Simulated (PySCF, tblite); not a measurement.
Species: C₆H₁₀O₂SSi.
Numbering: `[CH3:1][O:2][SiH2:3][c:4]1[cH:5][cH:6][c:7]([O:8][CH3:9])[s:10]1` (hydrogens: H11, H12, H13 on C1; H14, H15 on Si3; H16 on C5; H17 on C6; H18, H19, H20 on C9)

Geometry (GFN2-xTB, Å), atoms numbered from 1 in this order:
```xyz
20
C6H10O2SSi angstrom
C     -3.8281   -0.3149   -0.6973
O     -3.1806    0.8119   -0.1910
Si    -1.9151    0.9341    0.8131
C     -0.3251    0.3299    0.0220
C     -0.0772   -0.0770   -1.2555
C      1.2650   -0.4128   -1.5226
C      2.0623   -0.2520   -0.4276
O      3.3849   -0.4922   -0.3885
C      4.0445   -0.2171    0.8241
S      1.1549    0.3104    0.9456
H     -3.1286   -0.9841   -1.2035
H     -4.5814    0.0238   -1.4102
H     -4.3194   -0.8685    0.1068
H     -2.1070    0.1688    2.0518
H     -1.9204    2.3783    0.9995
H     -0.8504   -0.1263   -2.0024
H      1.6359   -0.7525   -2.4715
H      3.6494   -0.8354    1.6368
H      3.9376    0.8371    1.1002
H      5.0939   -0.4508    0.6574
```

Level of theory: PBE0/pcSseg-1 in PySCF (dipole) on a GFN2-xTB geometry, gas phase.

Take the most abundant isotopes and a rigid rotor. The values belong to one conformer with, in the numbering `[CH3:1][O:2][SiH2:3][c:4]1[cH:5][cH:6][c:7]([O:8][CH3:9])[s:10]1`, C1–O2–Si3–C4 68°, O2–Si3–C4–C5 6°, C6–C7–O8–C9 178°.

(1) What are A, B and C (cm⁻¹)?

(2) What kind of rotor is it?

(3) Is it planar, by Δ = Ic − Ia − Ib?

(4) Give the other two planar moments, Paa and Pbb, and the rms extents of the mass along the axes.

(5) Predict some low-J microwave lines.

Answers

(1) Ia = 173.22, Ib = 1080.63, Ic = 1219.41 u·Å²; 505379 MHz·u·Å²/I gives 2918, 467.7 and 414.4 MHz, that is A = 0.09732, B = 0.01560, C = 0.01382 cm⁻¹.

(2) A near-prolate asymmetric top; Ray's κ = -0.957.

(3) Not planar: Δ = Ic − Ia − Ib = -34.44 u·Å². For a rigid frame Δ = −2 Σ m c², so Σ m c² = 17.22 u·Å² lies off the ab plane: 8.33 from hydrogen and 8.89 from heavier atoms. The atom farthest from that plane is 1.51 Å away.

(4) Paa = Σ m a² = (Ib + Ic − Ia)/2 = 1063.41 and Pbb = Σ m b² = (Ia + Ic − Ib)/2 = 156.00 u·Å². With the mass M = 174.02 u, the rms extents √(P/M) along a, b and c are 2.47, 0.95, 0.31 Å.

(5) The dipole components are |μa| = 1.16 D, |μb| = 0.04 D, |μc| = 1.15 D. Intensities carry the squares of the components, which stand as 1.00 : 0.00 : 0.99 (a : b : c). Some lines, for components of 0.1 D or more:

| type | branch | J(Ka,Kc) | MHz | lower level (cm⁻¹) |
| --- | --- | --- | --- | --- |
| a | Q | 3(1,2) ← 3(1,3) | 319 | 0.254 |
| a | R | 1(0,1) ← 0(0,0) | 882 | 0.000 |
| a | R | 2(1,2) ← 1(1,1) | 1711 | 0.111 |
| a | R | 2(0,2) ← 1(0,1) | 1763 | 0.029 |
| a | R | 2(1,1) ← 1(1,0) | 1817 | 0.113 |
| c | Q | 3(1,3) ← 3(0,3) | 2321 | 0.176 |
| c | Q | 2(1,2) ← 2(0,2) | 2397 | 0.088 |
| c | Q | 1(1,1) ← 1(0,1) | 2450 | 0.029 |
| a | R | 3(1,3) ← 2(1,2) | 2566 | 0.168 |
| a | R | 3(0,3) ← 2(0,2) | 2643 | 0.088 |
| a | R | 3(2,2) ← 2(2,1) | 2646 | 0.419 |
| a | R | 3(2,1) ← 2(2,0) | 2650 | 0.419 |
| a | R | 3(1,2) ← 2(1,1) | 2726 | 0.174 |
| c | R | 1(1,0) ← 0(0,0) | 3385 | 0.000 |
| c | R | 2(1,1) ← 1(0,1) | 4321 | 0.029 |
| c | R | 3(1,2) ← 2(0,2) | 5283 | 0.088 |
| c | Q | 3(2,2) ← 3(1,2) | 7270 | 0.264 |
| c | Q | 2(2,1) ← 2(1,1) | 7350 | 0.174 |
| c | R | 2(2,0) ← 1(1,0) | 9168 | 0.113 |
| c | R | 2(2,1) ← 1(1,1) | 9220 | 0.111 |
| c | R | 3(2,1) ← 2(1,1) | 10000 | 0.174 |
| c | R | 3(2,2) ← 2(1,2) | 10156 | 0.168 |
| c | Q | 3(3,1) ← 3(2,1) | 12379 | 0.507 |
| c | R | 3(3,0) ← 2(2,0) | 15028 | 0.419 |
| c | R | 3(3,1) ← 2(2,1) | 15029 | 0.419 |

Its GFN2-xTB frequencies are all real (lowest 22 cm⁻¹). These are rigid-rotor constants of the computed structure; measured ground-state constants (B0) also hold zero-point vibration. A rigid rotor knows nothing of internal rotation, which can split or shift real lines.
